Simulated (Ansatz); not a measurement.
Relaxing a trial structure of BrClGeSi

The starting geometry of this gas-phase singlet was optimised with GFN2-xTB.

```json
{"atom": "Br", "x (Å)": "-0.3671", "y (Å)": "-0.5714", "z (Å)": "-3.5813"}
{"atom": "Cl", "x (Å)": "-2.8879", "y (Å)": "-0.3734", "z (Å)": "0.5545"}
{"atom": "Ge", "x (Å)": "-0.1191", "y (Å)": "1.3800", "z (Å)": "-2.2136"}
{"atom": "Si", "x (Å)": "-1.5603", "y (Å)": "0.5597", "z (Å)": "-0.6678"}
```

Task: Predict what it relaxes into with PBE0-D3(BJ)/def2-SVP.

Result: It rearranges, giving a structure given below by its coordinates. Contacts that open: Br1–Ge3 (2.40 → 3.91 Å). Contacts that close: Br1–Si4 (3.35 → 2.22 Å).

The energy falls by 0.65 eV over 18 steps:

```tsv
step	E − E(last) (eV)
1	0.655
3	0.511
5	0.156
7	0.063
9	0.033
10	0.030
12	0.023
14	0.002
16	0.000
18	0.000
```

Final geometry (Å):

```yaml
atoms:
  - { symbol: Br, position_ang: [-1.1540, -1.2796, -2.9770] }
  - { symbol: Cl, position_ang: [-2.5212, -0.2387, 0.1060] }
  - { symbol: Ge, position_ang: [-0.0191, 2.2118, -1.6181] }
  - { symbol: Si, position_ang: [-1.2401, 0.3014, -1.4191] }
```

No frequencies were run, so the end isn't proven a minimum. Run with Ansatz 0.2.0, 44 s on 1 thread of Intel(R) Xeon(R) 6975P-C (Granite Rapids), on a shared host.
